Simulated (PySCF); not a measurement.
# How methods differ on the excitation energy of Ca

Ca [Ar] 4s2 (1S) → Ca [Ar] 4s1 4p1 (3P), as a difference of total energies. Computed with PySCF 2.14 in x2c-QZVPPall, with scalar relativity by spin-free X2C-1e. Correlated levels: valence: [Ar] frozen; valence and next inner shell: [Ne] frozen. The calculations carry no spin-orbit coupling.

| method | excitation energy (eV) | error (eV) |
| --- | --- | --- |
| UHF | 1.030 | -0.862 |
| LDA | 1.953 | +0.061 |
| PBE | 1.794 | -0.098 |
| PBE0 | 1.697 | -0.195 |
| r2SCAN | 1.545 | -0.347 |
| CAM-B3LYP | 1.896 | +0.004 |
| BHandHLYP | 1.871 | -0.021 |
| M06-2X | 2.149 | +0.257 |
| BP86 | 1.838 | -0.054 |
| MP2 (valence) | 1.529 | -0.363 |
| SCS-MP2 (valence) | 1.669 | -0.223 |
| MP2 (valence and next inner shell) | 1.821 | -0.071 |
| SCS-MP2 (valence and next inner shell) | 1.900 | +0.008 |

Reference: 1.892 eV (measured; NIST levels, between the centres of gravity of the two terms).

Errors of the correlated levels include the incompleteness of this basis and the frozen core.

The basis was made for the ground configuration and has no added diffuse functions, so the excitation energy can come out too high.
